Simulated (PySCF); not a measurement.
Molfile (atoms numbered from 1):
```
C2H8FPSi2
     RDKit          3D

 14 13  0  0  0  0  0  0  0  0999 V2000
   -1.8070   -1.5440   -1.6990 F   0  0  0  0  0  0  0  0  0  0  0  0
   -1.0770   -0.6971   -0.9082 C   0  0  0  0  0  0  0  0  0  0  0  0
   -1.9500   -0.4365    0.7526 Si  0  0  0  0  0  4  0  0  0  0  0  0
    0.0586   -0.2275   -1.4102 C   0  0  0  0  0  0  0  0  0  0  0  0
    1.2658    0.9321   -0.5612 Si  0  0  0  0  0  4  0  0  0  0  0  0
    2.4649   -0.2664    0.9133 P   0  0  0  0  0  0  0  0  0  0  0  0
   -3.2772    0.1057    0.4631 H   0  0  0  0  0  0  0  0  0  0  0  0
   -2.0580   -1.7438    1.4008 H   0  0  0  0  0  0  0  0  0  0  0  0
   -1.1582    0.4928    1.5583 H   0  0  0  0  0  0  0  0  0  0  0  0
    0.3279   -0.5551   -2.4084 H   0  0  0  0  0  0  0  0  0  0  0  0
    2.2151    1.4326   -1.5625 H   0  0  0  0  0  0  0  0  0  0  0  0
    0.5643    2.0763    0.0362 H   0  0  0  0  0  0  0  0  0  0  0  0
    1.4423   -0.4066    1.8366 H   0  0  0  0  0  0  0  0  0  0  0  0
    2.9879    0.8370    1.5666 H   0  0  0  0  0  0  0  0  0  0  0  0
  1  2  1  0
  2  3  1  0
  2  4  2  0
  4  5  1  0
  5  6  1  0
  3  7  1  0
  3  8  1  0
  3  9  1  0
  4 10  1  0
  5 11  1  0
  5 12  1  0
  6 13  1  0
  6 14  1  0
M  END
```

Method: σ from GIAO-PBE0/pcSseg-1, geometry: GFN2-xTB, in PySCF 2.14 (relativity neglected, single conformer, equivalent nuclei averaged, no solvent model).

Problem. List the cross peaks expected in HSQC, COSY and HMBC spectra.

Solution. 

HSQC (one-bond C–H):
```tsv
δH	δC
6.36 (H10)	119.4 (C4)
```

COSY cross peaks (H two or three bonds apart, from the bond graph; peaks can be absent where the dihedral angle is near 90°):
```tsv
δH	δH
6.36 (H10)	4.78 (H11/H12)
4.78 (H11/H12)	1.13 (H13/H14)
```

HMBC (two and three bonds, from the bond graph):
```tsv
δH	δC
6.36 (H10)	185.0 (C2)
4.78 (H11/H12)	185.0 (C2), 119.4 (C4)
4.20 (H7/H8/H9)	185.0 (C2), 119.4 (C4)
1.13 (H13/H14)	119.4 (C4)
```

Referencing at the same level of theory: ¹H (σref 31.72) and ¹³C (σref 186.93) vs TMS.

Short H···H contacts in this conformer between protons four or more bonds apart (candidates for NOE cross peaks, intensity ∝ r⁻⁶): H9···H13 2.77 Å, H9···H12 2.79 Å.

Shifts are as computed. Against solution values, carbons near 30 ppm lie about +3 ppm off and those near 130 ppm about +5 ppm. Of 1211 compounds with measured shifts, 218 miss one by over three times the rms of a fit or turn the order of signals round; such compounds aren't used in these exercises.
